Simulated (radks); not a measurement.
Charge is removed step by step from the 4d (averaged over the sub-levels emptied) level of I, starting from [Kr] 4d10 5s2 5p5. Calculated with a radial shooting solver on a logarithmic mesh with Libxc functionals: Dirac Kohn-Sham, PBEsol, spin-unpolarised, spherical densities, finite nucleus; open shells are shared between the two j in proportion to 2j + 1; Fermi nuclear charge, rms radius 4.75 fm.

removed (e)  E - E(0) (eV)  eigenvalue (eV)  E minus straight line (eV)
0                    0.000          -50.146                       0.000
0.1                  5.091          -51.682                      -0.722
0.2                 10.337          -53.242                      -1.290
0.3                 15.740          -54.824                      -1.700
0.4                 21.303          -56.427                      -1.951
0.5                 27.026          -58.051                      -2.041
0.6                 32.914          -59.695                      -1.967
0.7                 38.966          -61.358                      -1.728
0.8                 45.186          -63.039                      -1.322
0.9                 51.574          -64.739                      -0.746
1                   58.134          -66.457                       0.000

Removing the whole electron costs 58.134 eV by Delta-SCF, against 50.146 eV from minus the eigenvalue at the starting occupation. Slater's transition state (half an electron removed) gives 58.051 eV. Integrating minus the eigenvalue over the occupation (Janak's theorem) gives 58.134 eV. The mean slope of the eigenvalue, de/dn, is 16.3 eV per electron.
